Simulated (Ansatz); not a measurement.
`N[SiH]1BO1` and `[NH2][GeH]1[BH][O]1` differ in one element.

Ansatz, PBE0-D4/def2-TZVP geometries, multiplicity 1. Each molecule was computed in one conformer, which needn't be the lowest.

Scalar relativity is left out up to krypton.

```json
{"property": "size of the dipole moment (ωB97M-V/def2-TZVPP) / D", "`N[SiH]1BO1`": "2.26"}
{"property": "HOMO energy (B3LYP/def2-TZVPP) / eV", "`N[SiH]1BO1`": "-6.48"}
{"property": "LUMO energy (PBE/def2-TZVPP) / eV", "`N[SiH]1BO1`": "-1.85"}
{"property": "zero-point energy (PBE0-D4/def2-TZVP) / kJ/mol", "`N[SiH]1BO1`": "135.2"}
{"property": "HOMO–LUMO gap (PBE0/def2-TZVPP) / eV", "`N[SiH]1BO1`": "5.81"}
{"property": "ideal-gas entropy at 298 K and 1 bar (rigid rotor, harmonic PBE0-D4/def2-TZVP) / J/(mol·K)", "`N[SiH]1BO1`": "298"}
```

(1) What does the change do to each property? (An estimate is asked.)

Results:

(1) Computed: 
```tsv
property	`[NH2][GeH]1[BH][O]1`	shift
size of the dipole moment (ωB97M-V/def2-TZVPP) / D	1.77	-0.49
HOMO energy (B3LYP/def2-TZVPP) / eV	-6.62	-0.14
LUMO energy (PBE/def2-TZVPP) / eV	-1.72	0.13
zero-point energy (PBE0-D4/def2-TZVP) / kJ/mol	129.1	-6.1
HOMO–LUMO gap (PBE0/def2-TZVPP) / eV	5.89	0.08
ideal-gas entropy at 298 K and 1 bar (rigid rotor, harmonic PBE0-D4/def2-TZVP) / J/(mol·K)	322	24
```

Dipoles are sizes alone; their direction can turn.

B3LYP here is the variant with VWN-RPA as its local correlation; programs differ in this.
